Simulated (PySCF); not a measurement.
F2Si, charge -1, doublet, at a GFN2-xTB geometry (a state made from the parent by changing its charge; the spin is typed, not shown lowest) (in this run its highest filled SCF level lies above zero, so its values depend strongly on the basis, on diffuse functions most of all). Base run: B3LYP/6-31G (PySCF).

The PySCF input:
```python
from pyscf import gto, scf, dft, solvent

mol = gto.M(
    atom='''
Si   -0.02957237   -0.01665973    0.71688715
F     1.17836445   -0.74777119   -0.52759746
F    -1.13236299    0.77368633   -0.58756033
''',
    basis='6-31g',
    charge=-1,
    spin=1,
    verbose=4,
)

mf = dft.UKS(mol)
mf.xc = 'b3lyp'
mf.kernel()
```

The base run was repeated with changes; each row names its change, and settings that it needs were set with it.

```csv
change,ΔE vs base (kJ/mol)
base,0.00
model = IEF-PCM; solvent = water,-250.6
model = SS(V)PE; solvent = chloroform,-195.4
model = IEF-PCM; solvent = chloroform,-199.2
model = IEF-PCM; solvent = chloroform; vdw_scale = 1.0,-218.2
model = ddCOSMO; solvent = chloroform,-195.3
model = IEF-PCM; solvent = chloroform; vdw_scale = 1.4,-178.5
model = IEF-PCM; solvent = n-hexane,-118.0
model = IEF-PCM; solvent = chloroform; lebedev_order = 11,-197.7
model = IEF-PCM; solvent = 2-propanol,-240.4
model = C-PCM; solvent = chloroform,-199.6
model = IEF-PCM; solvent = chloroform; vdw_scale = 1.1,-209.4
```

The base is the gas phase, so ΔE is the electrostatic part of solvation at a fixed geometry, without cavity and dispersion terms.

Open shells are given as the SCF converged; they aren't shown to be the lowest states, and a large step between rows can be another state.

The gas-phase anion may not be bound at this level, which the solvent then changes.
